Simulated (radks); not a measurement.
Q: Mo11+, 31 electrons, occupied as [Ar] 3d10 4s2 4p1. Method: Dirac Kohn-Sham, exchange-only PBE, spin-unpolarised, spherical densities, finite nucleus; open shells fill j = l - 1/2 first; Fermi nuclear charge, rms radius 4.4091 fm; computed with a radial shooting solver on a logarithmic mesh with Libxc functionals. Some entries of the table are withheld. Estimate them.

| orbital | occ. | eigenvalue (hartree) | r(max) (bohr) | <1/r> (bohr^-1) |
|---|---|---|---|---|
| 1s1/2 | 2 | -736.2099 | 0.02287 | 43.55 |
| 2s1/2 | 2 | (1) | 0.1297 | 9.918 |
| 2p1/2 | 2 | -102.5361 | (2) | 9.894 |
| 2p3/2 | 4 | -98.61379 | (3) | 9.421 |
| 3s1/2 | 2 | -25.14461 | 0.3828 | 3.410 |
| 3p1/2 | 2 | -22.02007 | 0.3697 | 3.312 |
| 3p3/2 | 4 | -21.36518 | 0.3789 | 3.199 |
| 3d3/2 | 4 | -15.84832 | 0.3187 | 3.020 |
| 3d5/2 | 6 | -15.72279 | 0.3214 | 2.991 |
| 4s1/2 | 2 | -9.05943 | 0.9319 | 1.402 |
| 4p1/2 | 1 | -8.03468 | 0.9676 | 1.324 |
| 4p3/2 | 0 | -7.89723 | 0.9857 | 1.295 |

A: 
(1) 2s1/2 eigenvalue (hartree): -110.7346
(2) 2p1/2 r(max) (bohr): 0.1009
(3) 2p3/2 r(max) (bohr): 0.1047
